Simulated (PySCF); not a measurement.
A GIAO shielding run with PySCF (density fitting, non-relativistic, gas phase) on SMILES FC(F)(F)[C@H]1CCO[SiH2]1, C$_{4}$H$_{7}$F$_{3}$OSi:

```
$ OMP_NUM_THREADS=1 python probes_run.py task.json out

{"job": {"kind": "nmr", "xc": "PBE0", "basis": "pcSseg-1"}, "charge": 0, "multiplicity": 1}
F      2.360126    -1.524883    -0.100883
C      1.858066    -0.321059     0.242692
F      1.791133    -0.326058     1.585695
F      2.807346     0.577516    -0.078906
C      0.547992    -0.015964    -0.409513
C     -0.532564    -1.027796    -0.021769
C     -1.877286    -0.325200    -0.216143
O     -1.756537     1.027081     0.174654
Si    -0.248319     1.643304     0.151584
H      0.725009    -0.031943    -1.487238
H     -0.416594    -1.280168     1.034284
H     -0.481728    -1.946165    -0.606630
H     -2.664182    -0.780264     0.389591
H     -2.180781    -0.354583    -1.267730
H      0.152653     2.045499     1.489641
H     -0.091933     2.649627    -0.890740
```

Hardware: 1 thread of an Intel Xeon Platinum 8488C, shared host. The job also computes population analyses, field gradients, ring-centre shieldings.

(1) How large is the calculation?

(2) How long does it take, and how much memory does it need?

Answers

(1) 80 electrons, 195 basis functions and 1035 auxiliary functions.

(2) 34 s of wall time, with 14 SCF cycles and 4 response iterations; peak memory 0.86 GiB. Times on a shared host scatter by some tens of per cent.
